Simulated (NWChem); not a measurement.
SiH3S2OCl; SMILES [Si](S)(S)(O)Cl

```xyz
8

O     -0.3093    -0.1928     1.8823
Si    -0.0406    -0.0257     0.2614
S      1.8796     0.7000    -0.2904
S     -0.3329    -1.9561    -0.5628
Cl    -1.3277     1.4139    -0.4728
H     -0.3908     0.6230     2.3892
H      2.5224    -0.3736     0.2240
H     -1.2672    -2.2850     0.3584
```
Atoms are numbered in this order, from 1.

All runs: NWChem. All runs use the structure optimised with PBE0/def2-SVP. Vertical excitations in the gas phase; the lowest state need not have the same character in each row.

```tsv
level	lowest excitation, singlet (eV)	orbital gap (eV)
PBE/def2-SVP, TDA	6.07	5.96
B3LYP/def2-SVP, TDA	6.47	7.73
BHandHLYP/def2-SVP, TDA	6.81	10.42
```
